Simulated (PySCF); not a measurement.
Polarisability and C₆ of Mn (manganese, neutral)

[Ar] 3d5 4s2, high-spin 6S determinant. Calculation: PySCF 2.14, in aug-cc-pVQZ (9s8p6d4f3g2h, 140 functions); no relativity, point nucleus. Coupled (time-dependent) response in atomic units; α is the mean over directions.

| method | mean α (bohr³) | C₆ (like pair) | S(−4) |
| --- | --- | --- | --- |
| TPSSh | 84.15 | 835.1 | 4787 |

S(−4) is the Cauchy moment in α(ω) = α(0) + S(−4) ω² + …

Reference α: 68 ± 9 bohr³ (recommended; Schwerdtfeger and Nagle, table of static dipole polarizabilities (2023 update)). Published C₆: 552.0 (Chu and Dalgarno (2004); Tang, Norbeck and Certain (1976)).

α(iu) at TPSSh:

| u (hartree) | α(iu) (bohr³) |
| --- | --- |
| 0 | 84.15 |
| 0.0500 | 74.33 |
| 0.100 | 57.24 |
| 0.200 | 32.38 |
| 0.300 | 20.02 |
| 0.500 | 10.09 |
| 0.750 | 5.799 |
| 1.00 | 3.947 |
| 1.50 | 2.315 |
| 2.00 | 1.576 |
| 3.00 | 0.8929 |
| 5.00 | 0.4122 |
